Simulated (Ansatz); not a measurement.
```xyz
10

C     0.484   -1.374    0.268
Ge    0.411    0.507   -0.166
N    -1.301    1.008   -0.515
F     1.024    1.338    1.255
H     1.505   -1.657    0.527
H    -0.162   -1.580    1.123
H     0.151   -1.972   -0.581
H     1.302    0.994   -1.315
H    -1.430    1.972   -0.784
H    -1.984    0.763    0.188
```

Total charge 0; spin multiplicity 1.

(1) List the r2SCAN/def2-TZVPP orbital energies in eV (Ansatz 0.2.0). (An estimate is asked.)

Answers

(1) Ansatz gave: Occupied: -10834.62, -1349.62, -1199.69, -1199.67, -1199.66, -664.77, -385.03, -273.12, -167.92, -117.67, -117.59, -117.56, -31.43, -30.96, -30.89, -30.84, -30.83, -28.97, -22.13, -18.44, -13.70, -12.45, -10.95, -10.72, -10.14, -9.66, -9.53, -8.62, -7.90, -6.66. Lowest empty: 0.55, 0.89, 1.10, 1.71, 2.70, 2.93, 3.27, 3.43.
